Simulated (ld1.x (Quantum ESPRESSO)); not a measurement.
**What one change does to a pseudopotential (Sn (Z = 50), TM)**

ld1.x (Quantum ESPRESSO) 7.5 input, shortened:

```
&input
   title='Sn', zed=50., rel=1, dft='BLYP', iswitch=3,
   config='[Kr] 4d10 5s2 5p2'
 /
 &inputp
   pseudotype=2, tm=.true., lloc=-1, rcloc=0.80,
   nlcc=.true., rcore=0.45
 /
3
5S  1  0   2.00   0.00  1.45  1.45  0.0
5P  2  1   2.00   0.00  1.85  1.85  0.0
4D  3  2  10.00   0.00  0.90  0.90  0.0
 &test
   configts(1)='4d10 5s2 5p2'
 /
```

Change: all radii but the core radius scaled by about 1.28 (s 1.86, p 2.36, d 1.14 bohr); local potential all-electron potential smoothed inside 1.02 bohr (lloc = -1).

Cutoffs: the cutoffs (Ry, on a coarse ladder) from which the occupation-weighted sum of valence levels, in a spherical-Bessel basis at the reference potential, stays within 10 and 1 mRy of its value at 400 Ry; they do not see the model core or the augmentation charge, which bear on the density cutoff. Errors are all-electron minus pseudo energies relative to the spin-unpolarised reference configuration.

**Question.** How do hardness, ghosts and transferability respond?

**Answer.** The potential gets softer (160 Ry and 300 Ry → 100 Ry and 160 Ry); both files keep a bound ghost (p, s); the number of tests that count goes from 7 to 6; of the 6 tests that both files solve, the error grows in 1 and shrinks in 5 by more than 15 % and 0.3 meV (median size 16.7 → 5.0 meV). A larger radius leaves more room for a smooth pseudo-wave, so fewer plane waves are needed.

```csv
quantity,base,changed
"cutoff, loose",160 Ry,100 Ry
"cutoff, tight",300 Ry,160 Ry
loose cutoff by channel (10 mRy a level),"s 90 Ry, p 25 Ry, d 90 Ry","s 10 Ry, p 6 Ry, d 80 Ry"
bound ghosts,"s, p","s, p"
"tests counted (converged, no solver errors)",7 of 7,6 of 7
"error for 4d10 5s2 5p1, meV [ΔE 6.80 eV]",-2.1,-0.7
"error for 4d10 5s2 5p0, meV [ΔE 20.78 eV]",-18,-2.7
"error for 4d10 5s1 5p0, meV [ΔE 51.87 eV]",-42,-8.2
"error for 4d10 5s0 5p0, meV [ΔE 93.25 eV]",-55,-64
"error for 4d10 5s1 5p2, meV [ΔE 14.46 eV]",-1.4,+0.6
"error for 4d10 5s0 5p4, meV [ΔE 14.30 eV]",-15,-7.3
```

Changed file: Tests not counted: 4d9 5s2 5p3 (solver errors, printed error -1848 eV). A true bound ghost makes a file unfit for plane-wave use even where its test errors are small: the radial tests pick states by their node count and pass the ghost by. Where a test does run into it, the solver fails or the error is huge.
